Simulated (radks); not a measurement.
Question: Species: neutral dysprosium. Configuration: [Kr] 4d10 4f12 5p6 6s2 (not the ground configuration). Method: scalar-relativistic Kohn-Sham, LDA (Slater exchange, Perdew-Wang correlation), spin-polarised, spherical densities, point nucleus; open shells are filled with parallel spins first (spin-orbit coupling, left out, can overturn this in heavy ions); computed with a radial shooting solver on a logarithmic mesh with Libxc functionals. Some entries of the table are withheld. Estimate them.

orbital,occ.,eigenvalue (hartree),<1/r> (bohr^-1),r(max) (bohr)
1s down,1,-1970.219,74.52,0.01339
1s up,1,-1970.219,74.52,0.01339
2s up,1,-328.0353,17.32,0.07609
2s down,1,-328.0342,17.32,0.07609
2p up,3,-291.1740,16.09,0.06169
2p down,3,-291.1732,16.09,0.06169
3s up,1,-72.86118,6.370,0.2156
3s down,1,-72.83340,6.371,0.2156
3p up,3,-61.54552,5.973,0.2118
3p down,3,-61.51793,5.974,0.2118
3d up,5,-46.96875,5.668,0.1728
3d down,5,-46.94725,5.669,0.1728
4s up,1,-14.30264,2.684,0.4944
4s down,1,-14.24324,2.684,0.4944
4p up,3,-10.58511,2.459,0.5166
4p down,3,-10.52635,2.458,0.5166
4d up,5,-5.52393,(1),0.5357
4d down,5,-5.46622,(2),0.5357
5p up,3,(3),0.8434,1.329
5p down,3,(4),0.8369,1.335
6s up,1,-0.15134,(5),3.336
6s down,1,-0.14910,(6),3.365
4f up,7,-0.07168,1.488,0.5463
4f down,5,-0.02357,1.458,0.5474

Answer: 
(1) 4d up <1/r> (bohr^-1): 2.162
(2) 4d down <1/r> (bohr^-1): 2.161
(3) 5p up eigenvalue (hartree): -0.97282
(4) 5p down eigenvalue (hartree): -0.94869
(5) 6s up <1/r> (bohr^-1): 0.3177
(6) 6s down <1/r> (bohr^-1): 0.3150
